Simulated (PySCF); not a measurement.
Radial density of Be (beryllium, neutral)

B97-3, [He] 2s2, closed-shell 1S. All numbers are calculated (PySCF 2.14, the non-relativistic Hamiltonian (point nucleus), in aug-cc-pVQZ with one added diffuse shell each of s, p, d, f, g type (7s6p5d4f3g, 105 functions)).

```
r (bohr)  4πr²ρ (e/bohr)
 0.00630         0.01679
  0.0106         0.04583
  0.0178          0.1225
  0.0300          0.3144
  0.0504          0.7568
  0.0848           1.632
   0.143           2.941
   0.240           3.946
   0.404           3.276
   0.679           1.285
    1.14          0.5071
    1.92          0.8077
    3.23          0.4713
    5.43         0.05206
    9.14       0.0005572
```
